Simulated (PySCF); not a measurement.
Compound: C₄H₁₀FSi (doublet state).
Structure used (GFN2-xTB), in Å, numbered top down from 1:
```
atom  x, y, z in Å
F1    -2.834    0.704    0.757
C2    -2.438   -0.071   -0.307
C3    -1.085   -0.712   -0.031
C4     0.033    0.325    0.075
C5     1.385   -0.322    0.353
Si6    2.802    0.938    0.462
H7    -2.399    0.592   -1.178
H8    -3.219   -0.826   -0.448
H9    -0.871   -1.412   -0.842
H10   -1.148   -1.277    0.901
H11    0.084    0.891   -0.859
H12   -0.212    1.027    0.874
H13    1.601   -1.044   -0.442
H14    1.324   -0.897    1.280
H15    2.900    1.768   -0.733
H16    4.068    0.326    0.845
```

The hyperfine couplings belong to this conformer and change with its torsions.

Identity: `FCCCC[SiH2]` [radical].

Method used: UKS B3LYP, pcH-1 on C F H Si, non-relativistic, mean-field spin-orbit, GIAO (PySCF 2.14.0). The structure is a single GFN2-xTB conformer in the gas phase; no vibrational or solvent corrections. The geometry wasn't refined by DFT: couplings that depend on bond lengths, twists or pyramidal angles can differ widely from those at the functional's own minimum, by a factor of two or more for some ions and for spin on atoms past the first row. The SCF solution wasn't tested for stability.

Task: Give the principal g shifts and their parts.

Result: 
| Δg (ppm) | 1 | 2 | 3 |
| --- | --- | --- | --- |
| relativistic mass correction | -125 | -125 | -125 |
| gauge correction | 12 | 33 | 37 |
| orbital Zeeman/spin–orbit | -44 | 2037 | 2197 |
| total | -157 | 1945 | 2110 |

So g = 2.00216, 2.00426, 2.00443 and g_iso = 2.00362; the tensor is close to axial: the two nearest values differ by 7 % of g3 − g1. 

Task: How much does each term add to the isotropic shift?

Result: The orbital-Zeeman/spin–orbit term 1397, the mass correction -125 and the gauge correction 27 ppm, for a total of 1300 ppm. The orbital-Zeeman/spin–orbit term is the largest in size. The mass correction is the same along every axis, so the anisotropy comes from the other two: their spans along these axes are 25 (gauge) and 2241 ppm (orbital Zeeman/spin–orbit).

Task: What are the electron Larmor frequencies g μB B/h along the three axes at 350 mT?

Result: 9.8080, 9.8183, 9.8191 GHz for g1, g2 and g3, a range of 11.1 MHz.

Task: At 93.725 GHz, how far is the centre of the isotropic spectrum from where a free electron (g = 2.002319) resonates?

Result: B = hν/(g μB) with μB/h = 13.99624 MHz/mT gives 3344.34 mT for the free electron and 3342.17 mT at g_iso, 2.17 mT lower.

Task: In a frozen sample, at which fields do the three g values resonate at 9.5, 34, 94 and 263 GHz (hyperfine left aside), and which band first spreads them over more than twice a line width of 0.5 mT?

Result: 
```tsv
band	GHz	B(g3) mT	B(g2) mT	B(g1) mT	spread mT
X	9.5	338.63	338.65	339.01	0.38
Q	34.0	1211.93	1212.03	1213.30	1.37
W	94.0	3350.62	3350.90	3354.42	3.79
J	263.0	9374.62	9375.39	9385.23	10.61
```

The spread grows in proportion to the frequency. Q band is the first where it exceeds 1.0 mT.

The largest Mulliken spin population is on Si6 (+1.00). The angles at Si6 add up to 338.3°, so it is pyramidal.

The HOMO–LUMO gaps are 6.27 eV among the α and 5.83 eV among the β orbitals.

Hardware: Arm Neoverse V2, one thread (shared host). Cost: 47 s wall (grids of density and orbitals included), 1.0 GiB resident at most.
